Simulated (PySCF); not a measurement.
# A bond scan of B2H3

All numbers below are calculated, not measured. They come from PySCF 2.14.0, an open-source quantum chemistry program, on an isolated molecule that a program drew, which may never have been made. The molecule is B2H3 (charge 0, doublet), drawn as the SMILES string `[BH]B`.

The structure below is the HF double-zeta minimum with every atom moved a little at random, so it isn't optimised. Bond B1-B2 is then set to each length in the table by shifting atoms 2, 4, 5 along it, with nothing else relaxed.
```xyz
5
B2H3, angstrom
B    -0.0633   -0.6836    0.7385
B    -0.3705    0.3415    1.7586
H     0.2093   -1.3472   -0.2654
H    -1.4985    0.4416    2.3795
H     0.5297    0.9923    2.2847
```

E is the energy above the same method's energy at the HF double-zeta minimum. IE is the energy to remove one electron at fixed geometry, to the singlet state of charge +1, as a difference of total energies. The basis family is cc-pVnZ, with UHF for radicals and no spin-orbit coupling. Best is HF at quadruple zeta, plus MP2 correlation extrapolated from triple and quadruple zeta, plus CCSD(T) minus MP2 at triple zeta, with a frozen core. The other columns are at triple zeta.

```
bond (Å)  E wB97X (kcal/mol)  E CCSD (kcal/mol)  E CCSD(T) (kcal/mol)  E best (kcal/mol)  IE wB97X (eV)  IE CCSD (eV)  IE CCSD(T) (eV)  IE best (eV)     T1
  1.4584                8.21               9.28                  9.06               8.60          9.170         9.078            9.136         9.179  0.019
  1.4784                6.76               7.67                  7.46               7.10          9.110         9.019            9.076         9.120  0.020
  1.5934                   ?                  ?                     ?                  ?              ?             ?                ?             ?      ?
  1.9344               28.92              27.46                 27.19              28.21          8.067         7.982            8.051         8.095  0.027
  2.0094               36.66              34.91                 34.57              35.70          7.934         7.852            7.925         7.969  0.029
  2.0334               39.18              37.34                 36.97              38.14          7.893         7.813            7.886         7.930  0.030
```

T1 is the CCSD diagnostic of the starting molecule.

**Estimate the best E and IE at 1.5934 Å from the other rows.**

A least-squares cubic in the inverse of the bond length through the other values of E best gives 4.67 kcal/mol there. A least-squares quadratic in the bond length through IE best gives 8.821 eV. The calculation gives 4.60 kcal/mol and 8.808 eV, so the fits miss by 0.07 kcal/mol and 0.013 eV. The same recipe one zeta lower moves these two values by 0.06 kcal/mol and 0.02 eV, a gauge of their own error. The rest of the row: E is 4.50 (wB97X), 4.61 (CCSD), 4.45 (CCSD(T)); IE is 8.795 (wB97X), 8.705 (CCSD), 8.765 (CCSD(T)); T1 is 0.021.
